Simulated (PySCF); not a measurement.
Job file and geometry (Å, from GFN2-xTB) of an NMR shielding run on SMILES C/C=C(/F)[SiH2]CC, C5H11FSi, GIAO PBE0/pcSseg-1 NMR shielding, non-relativistic, gas phase (PySCF); density fitting, a coarse starting grid and PySCF grid level 2 are the driver's defaults:

```
$ OMP_NUM_THREADS=1 python probes_run.py task.json out

{"job": {"kind": "nmr", "xc": "PBE0", "basis": "pcSseg-1"}, "charge": 0, "multiplicity": 1}
C     -2.404732     0.730446     0.295219
C     -2.331216    -0.513347    -0.518176
C     -1.234556    -1.240523    -0.676244
F     -1.342685    -2.355618    -1.462590
Si     0.516102    -1.009635     0.018443
C      1.362430     0.438143    -0.884367
C      2.767419     0.713644    -0.360516
H     -1.453245     0.943301     0.773686
H     -2.680574     1.574223    -0.337445
H     -3.172927     0.629367     1.061318
H     -3.249647    -0.821103    -1.004273
H      0.428990    -0.734972     1.459896
H      1.236779    -2.261571    -0.219981
H      1.418648     0.221453    -1.953123
H      0.763630     1.345840    -0.787512
H      2.740176     0.954629     0.699860
H      3.404174    -0.158213    -0.492001
H      3.222474     1.550255    -0.888607
```

Problem. What does the program print?

Solution. 
```
coarse grid: 14960 points
cycle   1  E = -585.8471132231  dE =  5.038e-01  |g| = 5.474e-01  |ddm| = 3.639e+00
cycle   2  E = -585.8169627685  dE =  3.015e-02  |g| = 6.939e-01  |ddm| = 8.831e-01
cycle   3  E = -585.9097845577  dE = -9.282e-02  |g| = 8.129e-02  |ddm| = 5.118e-01
cycle   4  E = -585.9110442124  dE = -1.260e-03  |g| = 3.473e-02  |ddm| = 9.227e-02
cycle   5  E = -585.9113228403  dE = -2.786e-04  |g| = 8.878e-03  |ddm| = 3.217e-02
cycle   6  E = -585.9113371153  dE = -1.428e-05  |g| = 4.335e-03  |ddm| = 1.053e-02
cycle   7  E = -585.9113415340  dE = -4.419e-06  |g| = 6.997e-04  |ddm| = 3.860e-03
final grid: 138664 points
cycle   8  E = -585.9605582474  dE = -3.551e-05  |g| = 9.210e-03  |ddm| = 2.354e-02
cycle   9  E = -585.9605455998  dE =  1.265e-05  |g| = 1.222e-02  |ddm| = 1.630e-02
cycle  10  E = -585.9605783617  dE = -3.276e-05  |g| = 1.510e-03  |ddm| = 9.568e-03
cycle  11  E = -585.9605787719  dE = -4.102e-07  |g| = 3.012e-04  |ddm| = 1.415e-03
cycle  12  E = -585.9605787884  dE = -1.646e-08  |g| = 1.337e-04  |ddm| = 3.134e-04
cycle  13  E = -585.9605787925  dE = -4.123e-09  |g| = 2.877e-05  |ddm| = 1.145e-04
cycle  14  E = -585.9605787927  dE = -1.783e-10  |g| = 9.766e-06  |ddm| = 3.213e-05
converged SCF energy = -585.9605787927

GIAO shielding tensors (ppm)
atom      isotropic    diamagn.    paramagn.     s11        s22        s33       span
  0 C      171.417     251.315     -79.898    160.279    171.256    182.715     22.435
  1 C       59.263     257.381    -198.118    -56.121     82.431    151.479    207.601
  2 C       15.031     257.683    -242.652    -78.749     59.070     64.771    143.520
  3 F      271.057     475.264    -204.207    179.044    288.018    346.109    167.065
  4 Si     397.230     881.888    -484.658    367.540    389.903    434.246     66.706
  5 C      178.928     253.953     -75.026    171.833    173.062    191.888     20.055
  6 C      175.757     245.524     -69.768    168.969    169.893    188.408     19.440
  7 H       30.114      34.218      -4.104     25.780     30.560     34.002      8.222
  8 H       29.850      30.299      -0.449     26.188     27.173     36.189     10.001
  9 H       29.851      28.939       0.911     25.697     27.156     36.699     11.002
 10 H       25.480      29.937      -4.458     23.494     24.433     28.511      5.017
 11 H       27.210      30.934      -3.725     24.253     26.287     31.090      6.837
 12 H       27.471      30.124      -2.653     24.096     26.241     32.077      7.982
 13 H       30.658      32.014      -1.356     25.646     29.739     36.590     10.944
 14 H       30.756      34.300      -3.543     25.555     30.183     36.531     10.975
 15 H       30.751      29.705       1.046     26.103     29.295     36.855     10.753
 16 H       30.728      28.403       2.326     26.099     28.990     37.096     10.997
 17 H       30.222      27.531       2.691     25.113     27.600     37.952     12.839
```

Problem. Turn these shieldings into chemical shifts. Referencing at the same level of theory: $^{13}$C (σref 186.93) and $^{29}$Si (σref 349.16) and $^{1}$H (σref 31.72) vs TMS; $^{19}$F (σref 170.95) vs CFCl3.

Solution. Averaging equivalent atoms: C 2: 171.9; C 1: 127.7; C 0: 15.5; C 6: 11.2; C 5: 8.0; F 3: -100.1; Si 4: -48.1; H 10: 6.24; H 11/12: 4.38; H 7/8/9: 1.78; H 15/16/17: 1.15; H 13/14: 1.01 ppm. Unscaled 19F shifts against computed CFCl3 carry errors that often reach 10 to 50 ppm.

Size and cost of the density-fitted run: 181 basis functions, 50 s wall time on 1 thread of an Arm Neoverse N1, shared host; peak memory 0.82 GiB.
